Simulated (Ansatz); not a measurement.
Stretching the Si3–H4 bond in CdH4Si (SMILES [SiH3][CdH]) (multiplicity 1 held, fragments rigid). Energies count from the point at 1.487 Å.
Geometry at that point (charge 0, multiplicity 1):
```xyz
6

Cd    -0.56643    -0.31054    -0.07978
H     -2.04530    -1.12132    -0.28806
Si     1.63488     0.89631     0.23025
H      2.24914     0.59380     1.54999
H      1.47089     2.37203     0.15366
H      2.62571     0.51316    -0.80993
```

Signs of static correlation in def2-TZVPP, with CASSCF(2,2), from Ansatz (a quantum-chemistry and plane-wave program) runs.

```csv
R (Å),T1 of restricted CCSD,⟨S²⟩ of UHF,largest double amplitude of restricted CCSD,weight of the CASSCF reference in MRCISD,CASSCF natural occupations
1.189,0.014,0.000,0.036,0.890,1.99 0.01
1.338,0.014,0.000,0.036,0.890,1.99 0.01
1.487,0.014,0.000,0.036,0.890,1.98 0.02
1.635,0.014,0.000,0.036,0.890,1.97 0.03
1.784,0.015,0.000,0.034,0.890,1.96 0.04
2.007,0.016,0.000,0.039,0.890,1.93 0.07
2.230,0.018,0.193,0.057,0.890,1.89 0.11
2.602,0.026,0.702,0.174,0.891,1.79 0.21
2.974,0.038,0.894,(withheld),0.891,1.63 0.37
3.420,0.057,0.976,0.506,0.891,1.42 0.58
4.014,0.078,1.007,(withheld),0.891,1.21 0.79
4.758,0.090,1.015,0.904,0.891,1.08 0.92
```

Question: Complete the blanks.

Answer: 
- 2.974, largest double amplitude of restricted CCSD: 0.320
- 4.014, largest double amplitude of restricted CCSD: 0.730

Doubts at one or more of the structures used: a restricted determinant that unrestricted orbitals would lower (R-CCSD(T)/def2-TZVPP); other coupled-cluster roots lie near (R-CCSD(T)/def2-TZVPP); T1 above 0.05 (R-CCSD(T)/def2-TZVPP, U-CCSD(T)/def2-TZVPP); a spin-contaminated determinant (U-CCSD(T)/def2-TZVPP).
